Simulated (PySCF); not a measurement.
Ca⁺ (calcium, charge +1): wB97X calculation

Configuration: [Ar] 4p1, 2P determinant (an excited configuration). Computed with PySCF 2.14 in aug-cc-pVQZ-X2C, with scalar relativity by spin-free X2C-1e.

| Item | Value |
| --- | --- |
| Total energy | -680.132 hartree |
| One-electron energy | -924.632 hartree |
| Hartree (Coulomb) energy | 280.614 hartree |
| Exchange-correlation energy | -36.115 hartree |
| ⟨S²⟩ | 0.7500 |
| ⟨L²⟩ | 2.003 |
| Sum of ⟨r⟩ | 17.17 bohr |
| Sum of ⟨r²⟩ | 37.54 bohr² |
| Traceless quadrupole moment −½Σ⟨3z² − r²⟩ along its main axis | -9.03 e·bohr² |
| Langevin diamagnetic susceptibility | -29.7 ×10⁻⁶ cm³/mol |
| Time after the integrals | roughly 7 core-seconds |

| shell | electrons | mean orbital energy (eV) | spread (eV) | rms radius, mean of both spins (bohr) |
| --- | --- | --- | --- | --- |
| 1s α | 1 | -3982.7 | 0 | 0.0888 |
| 1s β | 1 | -3982.6 | 0 | 0.0888 |
| 2s α | 1 | -434.65 | 0 | 0.395 |
| 2s β | 1 | -434.64 | 0 | 0.395 |
| 2p α | 3 | -353.16 | 0.024 | 0.363 |
| 2p β | 3 | -353.14 | 0.061 | 0.363 |
| 3s α | 1 | -61.792 | 0 | 1.24 |
| 3s β | 1 | -61.760 | 0 | 1.24 |
| 3p α | 3 | -41.244 | 0.169 | 1.37 |
| 3p β | 3 | -41.217 | 0.243 | 1.37 |
| 4p α | 1 | -8.627 | 0 | 4.71 |

Densities and radii are taken from the X2C orbitals without a picture-change correction, which distorts them close to the nucleus.
